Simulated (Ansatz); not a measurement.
System: C3H2F3, charge 0, multiplicity 2. It need not be the lowest isomer of its formula. 
Coordinates optimised at B3LYP-D3(BJ)/def2-TZVP (Ansatz, a quantum-chemistry and plane-wave program):
```
C
F 1 1.3512
C 1 1.3664 2 119.41
H 3 1.0780 1 120.36 2 -180.00
H 3 1.0784 4 119.87 1 180.00
C 1 1.3803 2 113.96 3 -180.00
F 6 1.3140 1 124.42 2 0.00
F 6 1.3187 7 112.94 1 180.00
```
Charge 0, spin multiplicity 2.

Basis-set convergence of Hartree-Fock and MP2 correlation energies (hartree) with Ansatz. Cores are frozen in the correlated levels unless marked. UHF or UKS for open shells. Spin-orbit coupling is left out. Non-relativistic.

The UHF reference is spin-contaminated (<S^2> 0.20 over the pure value in the largest basis). 

| basis | functions | E(HF) | E(corr, MP2) |
|---|---|---|---|
| cc-pVDZ | 94 | -413.03471 | -0.90497 |
| cc-pVTZ | 208 | -413.16969 | -1.17732 |
| cc-pVQZ | 390 | -413.20160 | -1.27707 |

Extrapolating the two largest sets (X = 3 and 4) as X^-3: E(corr) = (64·(-1.27707) - 27·(-1.17732))/37 = -1.3499 Eh, an estimate of the basis-set limit. The largest set recovers 94.6 % of it, the smallest 67.0 %.
